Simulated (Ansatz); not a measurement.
Calculated with Ansatz (gas phase, PBE0-D4/def2-TZVP geometries, no zero-point term in ΔE). CCSD(T)/CBS adds triple-zeta CCSD(T) − MP2 to the extrapolated MP2 energy (def2 sets, frozen cores). Functionals use def2-TZVPP. For Ge, Se outer-core shells are correlated without core-valence functions, which leaves a few kJ/mol of doubt a bond. Scalar relativity is left out up to krypton. Each species was taken in one conformer, which may not be the lowest.

Consider the ligand exchange at the Al–C bond: `[AlH2][CH](S)[GeH3]` + `N=C[SeH]` → `[AlH2]/[N]=C\[SeH]` + `S[CH2][GeH3]`.

`[AlH2][CH](S)[GeH3]`:

Cartesian coordinates in Å:
```
Al -0.370 -0.020 -1.907
C -0.223 0.640 -0.068
S 1.160 1.782 0.092
Ge 0.017 -0.906 1.128
H -1.719 -0.753 -2.303
H 0.834 0.147 -2.919
H -1.170 1.120 0.202
H 1.192 1.911 1.433
H -1.269 -1.753 1.202
H 1.171 -1.783 0.608
H 0.377 -0.386 2.532
```

`N=C[SeH]`:

```xyz
6

N     1.290    0.586   -0.154
C     0.164    0.092    0.103
Se   -0.901   -0.609   -1.309
H     1.749    0.922    0.691
H    -0.300    0.013    1.091
H    -2.002   -1.003   -0.422
```

`[AlH2]/[N]=C\[SeH]`:

```xyz
8

Al    1.093    1.685    0.358
N     0.340    0.131    0.063
C    -0.239   -0.937   -0.148
Se   -2.145   -1.075   -0.429
H     1.224    2.153    1.860
H     1.606    2.492   -0.899
H     0.254   -1.916   -0.199
H    -2.135   -2.533   -0.606
```

`S[CH2][GeH3]`:

Z-matrix (Å, degrees):
```
C
Ge 1 1.962
S 1 1.808 2 112.6
H 1 1.091 2 111.2 3 -125.2
H 1 1.092 2 108.8 3 116.5
H 2 1.541 1 110.6 3 176.5
H 2 1.539 1 108.3 3 56.9
H 2 1.535 1 109.4 3 -62.4
H 3 1.343 1 97.4 2 -52.6
```

```tsv
species	PBE0-D4 energy (Eh)
`[AlH2][CH](S)[GeH3]`	-2759.38557
`N=C[SeH]`	-2495.83264
`[AlH2]/[N]=C\[SeH]`	-2738.77538
`S[CH2][GeH3]`	-2516.47632
```

Problem. Work out ΔE.

Solution. ΔE = (-2738.77538) + (-2516.47632) − (-2759.38557) − (-2495.83264) = -0.03349 Eh = -21.0 kcal/mol. CCSD(T)/CBS gives -20.6 kcal/mol.

Largest T1 diagnostic among the species: 0.013.

From PBE to PBE0 (25 % exact exchange), in def2-TZVPP and without D4, ΔE moves by +0.7 kcal/mol. The D4 term adds +1.2 kcal/mol with B3LYP and +0.6 kcal/mol with PBE0; it sums over pairs of atoms, weighted by their polarisabilities, and B3LYP, whose exchange is more repulsive, gets the larger term. In def2-TZVPP, CCSD(T) changes the Hartree–Fock value by +3.3 kcal/mol (the triples alone add +0.3 kcal/mol) and MP2 by +2.7 kcal/mol.

B3LYP here is the variant with VWN-RPA as its local correlation; programs differ in this.
